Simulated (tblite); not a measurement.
Compound: C₄H₉BrO₂Si.
Numbering: `[CH3:1][C:2](=[O:3])[SiH2:4][C@@H:5]([Br:6])[CH2:7][OH:8]` (hydrogens: H9, H10, H11 on C1; H12, H13 on Si4; H14 on C5; H15, H16 on C7; H17 on O8)

Computed with GFN2-xTB (tblite), gas phase: L-BFGS steps from a force-field or distance-geometry start until the largest atomic force falls under 0.01 eV/Å.

Step 30: E = -736.3848 eV
```
atom  x, y, z in Å  |  force x, y, z in eV/Å
C1      2.1330   -1.3287   -1.3438   -0.007   0.015   0.026
C2      1.4813   -0.3518   -0.4069    0.017   0.016   0.018
O3      1.8265   -0.2349    0.7483   -0.038  -0.028  -0.014
Si4     0.0834    0.7623   -1.1239   -0.040  -0.027   0.026
C5     -0.9650    1.3766    0.3517    0.022  -0.034   0.025
Br6    -2.5191    2.2932   -0.4246    0.058   0.041   0.009
C7     -1.4364    0.1793    1.1435    0.017  -0.008  -0.035
O8     -1.7703   -0.8037    0.1865   -0.033   0.005   0.000
H9      2.9538   -1.8486   -0.8534   -0.008  -0.008  -0.019
H10     1.3884   -2.0476   -1.6805   -0.002   0.030   0.019
H11     2.4976   -0.7957   -2.2193   -0.020   0.009   0.020
H12    -0.7336    0.0301   -2.0776   -0.027  -0.015  -0.083
H13     0.7096    1.9339   -1.7474   -0.004   0.029   0.020
H14    -0.4868    2.1077    1.0011    0.003  -0.009  -0.067
H15    -2.2898    0.4252    1.7920    0.059  -0.065  -0.039
H16    -0.5968   -0.1726    1.7632   -0.066   0.053   0.058
H17    -2.2826   -1.5129    0.5870    0.070  -0.006   0.035
```

Step 31: E = -736.3864 eV
```
atom  x, y, z in Å  |  force x, y, z in eV/Å
C1      2.1324   -1.3266   -1.3418    0.006   0.000  -0.009
C2      1.4802   -0.3512   -0.4059    0.001   0.002   0.005
O3      1.8186   -0.2390    0.7511   -0.015  -0.017   0.040
Si4     0.0835    0.7606   -1.1242   -0.071  -0.006  -0.014
C5     -0.9617    1.3762    0.3525   -0.052  -0.006  -0.007
Br6    -2.5181    2.3016   -0.4211    0.102   0.014   0.020
C7     -1.4369    0.1798    1.1423    0.017  -0.020  -0.029
O8     -1.7640   -0.8068    0.1860   -0.033   0.026   0.007
H9      2.9536   -1.8483   -0.8549   -0.004  -0.011  -0.001
H10     1.3865   -2.0430   -1.6788   -0.018   0.003   0.020
H11     2.4955   -0.7963   -2.2188   -0.010   0.033   0.007
H12    -0.7356    0.0304   -2.0793   -0.013  -0.008  -0.063
H13     0.7087    1.9301   -1.7534   -0.005   0.027   0.028
H14    -0.4849    2.1066    1.0027    0.019  -0.004  -0.059
H15    -2.2938    0.4255    1.7872    0.076  -0.073  -0.051
H16    -0.5986   -0.1694    1.7650   -0.067   0.047   0.072
H17    -2.2722   -1.5183    0.5876    0.068  -0.005   0.034
```

Step 32: E = -736.3885 eV
```
atom  x, y, z in Å  |  force x, y, z in eV/Å
C1      2.1316   -1.3238   -1.3389    0.017  -0.015  -0.045
C2      1.4779   -0.3510   -0.4038   -0.027  -0.015  -0.007
O3      1.8070   -0.2449    0.7558    0.012  -0.006   0.090
Si4     0.0810    0.7569   -1.1242   -0.089   0.019  -0.072
C5     -0.9579    1.3765    0.3541   -0.121   0.025  -0.055
Br6    -2.5146    2.3134   -0.4160    0.132  -0.012   0.027
C7     -1.4365    0.1806    1.1404    0.010  -0.032  -0.014
O8     -1.7535   -0.8094    0.1836   -0.029   0.041   0.014
H9      2.9535   -1.8482   -0.8571   -0.002  -0.012   0.021
H10     1.3838   -2.0370   -1.6761   -0.033  -0.029   0.019
H11     2.4922   -0.7961   -2.2176    0.004   0.059  -0.008
H12    -0.7408    0.0294   -2.0820    0.009   0.005  -0.031
H13     0.7059    1.9244   -1.7599   -0.009   0.018   0.040
H14    -0.4813    2.1064    1.0036    0.041  -0.001  -0.042
H15    -2.2982    0.4235    1.7797    0.068  -0.070  -0.051
H16    -0.6016   -0.1634    1.7691   -0.051   0.028   0.083
H17    -2.2553   -1.5253    0.5855    0.068  -0.003   0.032
```

Step 33: E = -736.3917 eV
```
atom  x, y, z in Å  |  force x, y, z in eV/Å
C1      2.1307   -1.3200   -1.3354    0.018  -0.023  -0.074
C2      1.4744   -0.3509   -0.4001   -0.065  -0.031  -0.009
O3      1.7894   -0.2536    0.7638    0.038   0.001   0.106
Si4     0.0757    0.7512   -1.1252   -0.083   0.045  -0.124
C5     -0.9541    1.3775    0.3555   -0.164   0.054  -0.102
Br6    -2.5068    2.3309   -0.4084    0.137  -0.034   0.024
C7     -1.4357    0.1816    1.1374    0.005  -0.032   0.013
O8     -1.7388   -0.8127    0.1808   -0.008   0.058  -0.003
H9      2.9535   -1.8484   -0.8603   -0.004  -0.008   0.042
H10     1.3788   -2.0286   -1.6718   -0.040  -0.064   0.017
H11     2.4874   -0.7944   -2.2162    0.017   0.085  -0.018
H12    -0.7483    0.0280   -2.0876    0.032   0.018   0.007
H13     0.7012    1.9163   -1.7678   -0.015   0.007   0.050
H14    -0.4750    2.1062    1.0031    0.066  -0.009  -0.021
H15    -2.3034    0.4191    1.7680    0.024  -0.050  -0.031
H16    -0.6070   -0.1545    1.7769   -0.018   0.002   0.085
H17    -2.2288   -1.5358    0.5834    0.058  -0.017   0.037
```

Problem. Estimate the geometry and energy of step 34. (The exact step hangs on the optimiser's Hessian estimate; all steps are aligned on step 33, rigid shifts and turns removed.)

Solution. E = -736.3955 eV, largest force 0.200 eV/Å
```
atom  x, y, z in Å  |  force x, y, z in eV/Å
C1      2.1290   -1.3158   -1.3317    0.000  -0.018  -0.073
C2      1.4672   -0.3528   -0.3936   -0.098  -0.043  -0.001
O3      1.7656   -0.2662    0.7759    0.052  -0.001   0.061
Si4     0.0656    0.7431   -1.1270   -0.048   0.059  -0.139
C5     -0.9512    1.3824    0.3573   -0.147   0.055  -0.124
Br6    -2.4945    2.3538   -0.3971    0.099  -0.039   0.008
C7     -1.4328    0.1838    1.1339   -0.014  -0.025   0.037
O8     -1.7141   -0.8140    0.1740    0.001   0.047   0.016
H9      2.9533   -1.8482   -0.8631   -0.017   0.004   0.051
H10     1.3724   -2.0203   -1.6666   -0.024  -0.085   0.014
H11     2.4808   -0.7896   -2.2138    0.024   0.095  -0.012
H12    -0.7621    0.0237   -2.0913    0.053   0.029   0.036
H13     0.6934    1.9036   -1.7779   -0.018   0.001   0.055
H14    -0.4650    2.1089    1.0018    0.082  -0.036  -0.008
H15    -2.3109    0.4097    1.7515   -0.027  -0.021  -0.009
H16    -0.6137   -0.1416    1.7896    0.013  -0.021   0.063
H17    -2.1898   -1.5484    0.5743    0.070  -0.001   0.024
```

The energy changes by -0.0038 eV. The first-order estimate −F·Δx gives -0.0053 eV and the mean of the old and new forces, exact on a quadratic surface, -0.0038 eV. The step makes an angle of 80° with the force vector and moves no atom by more than 0.042 Å.

The cost below is that of the whole relaxation. Time: 1.2 s. Hardware: one thread, Arm Neoverse N1 (aarch64), shared host with 64 logical CPUs at a one-minute load of 56.
